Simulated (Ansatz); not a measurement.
Reaction (decarboxylation): `N[SiH2]C(=O)O` → `N[SiH3]` + `O=C=O`

Gas-phase electronic energies from Ansatz, PBE0-D4/def2-TZVP geometries. CCSD(T)/CBS adds triple-zeta CCSD(T) − MP2 to the extrapolated MP2 energy (def2 sets, frozen cores). This one scheme is used for every species. Functionals use def2-TZVPP. B3LYP here is the variant with VWN-RPA as its local correlation; programs differ in this. Each species was taken in one conformer, which may not be the lowest.

Is it downhill or uphill in electronic energy at CCSD(T)/CBS, and by how much? (An estimate is asked.)

Ansatz gave: Downhill: ΔE = -11.4 kJ/mol.

What do these levels give: r2SCAN-D4, PBE0-D4, B2PLYP, PBE, B3LYP, HF/def2-TZVPP, CCSD/def2-TZVPP, HF/def2-QZVPP, SCS-MP2/def2-QZVPP, HF/CBS(def2), MP2/CBS(def2), CCSD/CBS(def2)? (Best estimate.)

Ansatz gave: r2SCAN-D4 -16.3, PBE0-D4 -6.5, B2PLYP -30.6, PBE -18.9, B3LYP -31.6, HF/def2-TZVPP -50.8, CCSD/def2-TZVPP -21.3, HF/def2-QZVPP -50.6, SCS-MP2/def2-QZVPP -30.4, HF/CBS(def2) -50.5, MP2/CBS(def2) -18.5, CCSD/CBS(def2) -11.7 kJ/mol.

Largest T1 diagnostic among the species: 0.018.

The D4 term adds +11.9 kJ/mol with B3LYP and +6.5 kJ/mol with PBE0; it sums over pairs of atoms, weighted by their polarisabilities, and B3LYP, whose exchange is more repulsive, gets the larger term. In def2-TZVPP, CCSD(T) changes the Hartree–Fock value by +29.8 kJ/mol (the triples alone add +0.3 kJ/mol) and MP2 by +22.7 kJ/mol.
